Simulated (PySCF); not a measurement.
**Radial density of Zn²⁺ (zinc, charge +2)**

B2PLYP, [Ar] 3d9 4s1, 4s spin antiparallel (an excited configuration). Calculation: PySCF 2.14, in dyall-av2z (16s12p7d2f, 101 functions); the non-relativistic Hamiltonian (point nucleus).

| r (bohr) | 4πr²ρ (e/bohr) | 4πr²(ρα − ρβ) |
| --- | --- | --- |
| 0.000851 | 0.1595 | -0.0001 |
| 0.00143 | 0.4362 | -0.0002 |
| 0.00241 | 1.163 | -0.0006 |
| 0.00405 | 2.984 | -0.0016 |
| 0.00681 | 7.151 | -0.0038 |
| 0.0115 | 15.33 | -0.0080 |
| 0.0193 | 27.28 | -0.0132 |
| 0.0324 | 36.00 | -0.0131 |
| 0.0545 | 32.35 | -0.0018 |
| 0.0917 | 30.49 | 0.0016 |
| 0.154 | 41.69 | 0.0563 |
| 0.259 | 27.37 | 0.4912 |
| 0.436 | 21.22 | 1.0900 |
| 0.734 | 20.76 | 1.0891 |
| 1.23 | 5.462 | 0.1192 |
| 2.08 | 0.9418 | -0.5288 |
| 3.49 | 0.1422 | -0.1345 |
| 5.88 | 0.0002093 | -0.0002 |
| 9.88 | 4.849e-05 | 0.0000 |

With the s spin flipped the determinant is a mixture of two multiplicities, not a spectroscopic state.
